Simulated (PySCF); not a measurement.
Geometry:
```
atom   x (Å)   y (Å)   z (Å)
  C1   2.711   1.163   0.788
  O2   1.384   0.661   0.700
  P3   1.018  -0.566  -0.263
  O4   2.172  -1.182  -0.935
  O5   0.076  -1.479   0.689
  C6  -1.230  -1.605   0.150
  C7  -1.463  -0.335  -0.680
  C8  -1.983   0.836   0.126
  O9  -0.174  -0.036  -1.223
 H10   3.051   1.080   1.830
 H11   3.384   0.592   0.133
 H12   2.710   2.221   0.490
 H13  -1.285  -2.510  -0.478
 H14  -1.945  -1.700   0.979
 H15  -2.126  -0.546  -1.533
 H16  -1.990   1.745  -0.492
 H17  -3.010   0.640   0.471
 H18  -1.344   1.019   1.002
```

Geometry: PBE0-D3(BJ)/def2-SVP; GIAO shifts from PySCF 2.14.0 with density-fitted response routines, gas phase, non-relativistic, averaged over equivalent atoms.

At PBE0/pcSseg-1 (205 basis functions, 54 s wall time on 1 thread of an Intel Xeon Platinum 8375C, shared host):
| atoms | δ (ppm) |
| --- | --- |
| C7 | 74.4 |
| C6 | 71.4 |
| C1 | 55.1 |
| C8 | 21.3 |
| O4 | 144.7 |
| O9 | 122.7 |
| O5 | 88.3 |
| O2 | 87.9 |
| P3 | 15.1 |
| H13 | 4.15 |
| H15 | 4.11 |
| H10/H11/H12 | 3.93 |
| H14 | 3.60 |
| H16/H17/H18 | 1.30 |

Scale: 13C (184.41 ppm) and 1H (31.27 ppm) vs TMS; 17O (334.56 ppm) vs H2O; 31P (310.13 ppm) vs H3PO4 (reference shieldings calculated alike).

**Question.** What do these become at PBE/pcSseg-1?

**Answer.** 
| atoms | δ at PBE/pcSseg-1 | change |
| --- | --- | --- |
| C7 | 77.5 | +3.1 |
| C6 | 73.9 | +2.5 |
| C1 | 56.5 | +1.4 |
| C8 | 21.5 | +0.2 |
| O4 | 156.4 | +11.7 |
| O9 | 136.4 | +13.7 |
| O5 | 101.3 | +13.0 |
| O2 | 102.5 | +14.6 |
| P3 | 15.5 | +0.4 |
| H13 | 4.26 | +0.11 |
| H15 | 4.24 | +0.13 |
| H10/H11/H12 | 3.98 | +0.05 |
| H14 | 3.68 | +0.08 |
| H16/H17/H18 | 1.27 | -0.03 |

Scale: 13C (σref 180.03), 1H (σref 31.20) against TMS; H2O for 17O (σref 334.63); H3PO4 for 31P (σref 295.64) (reference shieldings calculated alike).

The largest change is at O2 (oxygen bonded to C, P). Cost: 205 basis functions, 53 s wall time on 1 thread of an Intel Xeon Platinum 8375C, shared host. The order of the carbon signals is the same at both levels.

Experimental scales use liquid or dissolved standards, which lie at an offset from isolated H2O (liquid H2O: subtract about 36 ppm) and H3PO4.
